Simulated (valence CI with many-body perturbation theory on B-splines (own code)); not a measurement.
# Dy LIV: electric-dipole lines

Calculated by valence CI with perturbative core correlation (CI+MBPT): three valence electrons over a frozen Dirac-Fock core [Ne], radial functions for each j: 11 s, 11 p, 10 d, 8 f, 5 g, 2 h, with the one-electron correlation potential Σ1 (screened to all orders), the two-electron term Σ2, the three-electron term Σ3, Breit, model QED; selected single and double excitations, second order for the rest, scaled by the run's own slope (own B-spline code, finite nucleus).

No measured spectrum was set against this ion. As an estimate, large intervals hold to a few tenths of a per cent, small ones and those within an open d or f shell to about a per cent.

Lines 51 to 100 of 588 in falling wavelength, among levels below 2476.7 eV, chosen from the strongest by gf and those to the six lowest levels. Wavelengths and rates use the calculated energies. Electric multipoles are in the length gauge, E1 and E2 with the static RPA response of the core. Weak lines are less certain than strong ones. Lines between different terms over intervals too small for the method are left out, as are lines whose strength nearly cancels. The highest levels of a list are the least certain.

Levels are named by their leading jj configuration (3d3/2^4 stands for four electrons in 3d with j = 3/2), which in mixed levels can hold well under half, so a name can repeat and another be missing. Letters in brackets count levels of one name in rising energy.

```tsv
λ vac (Å)	Upper	Lower	A (s⁻¹)	log gf	Branch %
76.01	(3p1/2 3d3/2 3d5/2) J=5/2 [b]	(3s 3d3/2 3d5/2) J=7/2 [a]	2.39e+10	-0.91	2.1
75.82	(3p1/2 3p3/2 3d3/2) J=5/2 [b]	(3s 3p3/2 3d3/2) J=7/2	4.77e+10	-0.61	3.6
74.85	(3p1/2 3p3/2 3d5/2) J=9/2	(3s 3p3/2 3d5/2) J=9/2	3.08e+10	-0.59	8.2
74.80	(3p1/2 3p3/2 3d3/2) J=3/2 [b]	(3s 3p3/2 3d3/2) J=5/2 [a]	2.64e+10	-1.05	1.8
74.73	(3p1/2 3p3/2 3d3/2) J=5/2 [a]	(3p1/2 3p3/2^2) J=5/2	1.92e+10	-1.02	4.3
73.22	(3p1/2^2 3d3/2) J=3/2	(3s 3p1/2 3d3/2) J=3/2 [a]	3.10e+10	-1.00	25.1
72.49	(3s 3p1/2 3d3/2) J=3/2 [a]	(3s 3p1/2 3p3/2) J=5/2	1.84e+10	-1.24	14.5
71.79	(3p1/2^2 3p3/2) J=3/2	(3s 3p1/2 3p3/2) J=3/2 [a]	1.66e+10	-1.29	6.9
69.58	(3d3/2^2 3d5/2) J=9/2	(3p3/2 3d3/2 3d5/2) J=7/2 [c]	1.48e+10	-0.97	1.1
68.05	(3s 3p1/2 3d3/2) J=5/2	(3s 3p1/2 3p3/2) J=5/2	8.64e+09	-1.44	44.2
65.87	(3d3/2 3d5/2^2) J=7/2 [a]	(3p3/2 3d5/2^2) J=5/2 [a]	1.69e+10	-1.06	1.6
65.32	(3s 3p1/2 3d3/2) J=3/2 [b]	(3s 3p1/2 3p3/2) J=3/2 [b]	5.23e+09	-1.87	0.4
64.95	(3p1/2 3d3/2 3d5/2) J=9/2	(3p1/2 3p3/2 3d5/2) J=9/2	3.00e+10	-0.72	16.3
62.77	(3s 3p1/2 3d3/2) J=5/2	(3s 3p1/2 3p3/2) J=3/2 [a]	2.47e+08	-3.06	1.3
62.65	(3d3/2 3d5/2^2) J=11/2	(3p3/2 3d5/2^2) J=9/2	3.26e+10	-0.64	4.2
62.64	(3p3/2 3d5/2^2) J=5/2 [a]	(3p3/2^2 3d5/2) J=3/2	3.50e+10	-0.91	3.2
61.57	(3s^2 3d3/2) J=3/2	(3s^2 3p3/2) J=3/2	2.09e+08	-3.32	0.0
59.34	(3s 3p1/2 3d3/2) J=3/2 [b]	(3s 3p1/2 3p3/2) J=5/2	4.92e+08	-2.98	0.0
59.15	(3d5/2^3) J=3/2	(3p3/2 3d5/2^2) J=3/2 [b]	1.13e+11	-0.62	18.2
59.12	(3p3/2 3d5/2^2) J=7/2 [a]	(3p3/2^2 3d5/2) J=5/2 [a]	2.63e+10	-0.96	3.1
59.10	(3d3/2^2 3d5/2) J=9/2	(3p3/2 3d3/2 3d5/2) J=9/2 [a]	2.22e+10	-0.93	1.6
58.96	(3d5/2^3) J=9/2	(3p3/2 3d5/2^2) J=7/2 [b]	2.05e+11	0.03	43.1
58.90	(3d3/2 3d5/2^2) J=11/2	(3p3/2 3d5/2^2) J=11/2	4.17e+10	-0.59	5.3
58.59	(3d3/2 3d5/2^2) J=7/2 [b]	(3p3/2 3d5/2^2) J=7/2 [a]	3.15e+10	-0.89	3.2
58.54	(3s 3p1/2 3d5/2) J=5/2 [a]	(3s 3p1/2 3p3/2) J=3/2 [b]	1.57e+09	-2.32	0.9
58.48	(3s 3d5/2^2) J=5/2	(3s 3p3/2 3d5/2) J=3/2 [b]	3.75e+10	-0.94	7.4
57.94	(3d3/2 3d5/2^2) J=7/2 [a]	(3p3/2 3d3/2 3d5/2) J=5/2 [c]	4.95e+10	-0.70	4.8
57.47	(3s 3d5/2^2) J=7/2	(3s 3p3/2 3d5/2) J=5/2 [b]	1.82e+11	-0.14	39.9
57.12	(3d3/2 3d5/2^2) J=5/2 [a]	(3p3/2 3d3/2 3d5/2) J=3/2 [c]	8.31e+10	-0.61	7.0
56.86	(3s 3d5/2^2) J=9/2	(3s 3p3/2 3d5/2) J=7/2 [b]	6.17e+10	-0.52	14.3
56.46	(3d5/2^3) J=5/2	(3p3/2 3d5/2^2) J=3/2 [b]	1.72e+11	-0.31	27.2
56.33	(3s 3p1/2 3d3/2) J=1/2	(3s 3p1/2 3p3/2) J=3/2 [a]	4.63e+09	-2.36	0.4
56.15	(3d3/2 3d5/2^2) J=9/2	(3p3/2 3d3/2 3d5/2) J=7/2 [c]	1.61e+11	-0.12	17.3
56.13	(3p1/2 3d3/2 3d5/2) J=7/2 [b]	(3p1/2 3p3/2 3d5/2) J=7/2 [a]	2.68e+10	-0.99	2.8
55.88	(3p1/2 3d5/2^2) J=5/2	(3p1/2 3p3/2 3d5/2) J=3/2 [b]	4.23e+10	-0.92	13.1
55.77	(3s 3d3/2 3d5/2) J=5/2 [b]	(3s 3p3/2 3d3/2) J=5/2 [b]	3.28e+10	-1.04	2.4
55.75	(3p1/2 3d5/2^2) J=3/2	(3p1/2 3p3/2 3d5/2) J=1/2	4.74e+10	-1.05	11.8
55.75	(3s 3d3/2 3d5/2) J=7/2 [b]	(3s 3p3/2 3d3/2) J=5/2 [b]	1.16e+11	-0.36	13.5
55.70	(3d3/2 3d5/2^2) J=11/2	(3p3/2 3d3/2 3d5/2) J=9/2 [b]	2.16e+11	0.08	27.7
55.67	(3p3/2 3d3/2 3d5/2) J=7/2 [b]	(3p3/2^2 3d3/2) J=7/2	5.51e+10	-0.69	4.0
55.65	(3p1/2 3d5/2^2) J=7/2	(3p1/2 3p3/2 3d5/2) J=5/2 [b]	2.06e+11	-0.12	55.5
55.52	(3d3/2 3d5/2^2) J=7/2 [b]	(3p3/2 3d3/2 3d5/2) J=5/2 [d]	1.01e+11	-0.43	10.3
55.37	(3d3/2 3d5/2^2) J=5/2 [b]	(3p3/2 3d3/2 3d5/2) J=3/2 [c]	7.11e+10	-0.71	7.0
55.29	(3s 3p1/2 3d3/2) J=3/2 [b]	(3s 3p1/2 3p3/2) J=3/2 [a]	5.02e+09	-2.04	0.4
55.27	(3s 3d5/2^2) J=3/2	(3s 3p3/2 3d5/2) J=3/2 [b]	6.99e+10	-0.89	11.8
55.23	(3d5/2^3) J=3/2	(3p3/2 3d5/2^2) J=5/2 [b]	5.58e+10	-0.99	9.0
55.03	(3d5/2^3) J=3/2	(3p3/2 3d5/2^2) J=3/2 [a]	5.46e+10	-1.00	8.8
54.93	(3p3/2 3d5/2^2) J=7/2 [b]	(3p3/2^2 3d5/2) J=5/2 [b]	3.71e+11	0.13	32.0
54.84	(3p1/2 3p3/2 3d5/2) J=3/2 [a]	(3p1/2 3p3/2^2) J=3/2	5.47e+10	-1.01	7.1
54.75	(3p3/2 3d5/2^2) J=11/2	(3p3/2^2 3d5/2) J=9/2	1.26e+11	-0.17	18.2
```

Question: How does gf follow from A for the line at 55.88 Å?

Answer: gf = 1.4992 × (2J+1)_upper × A / σ², with σ = 1789511 cm⁻¹ and 2J+1 = 6: gf = 0.119.
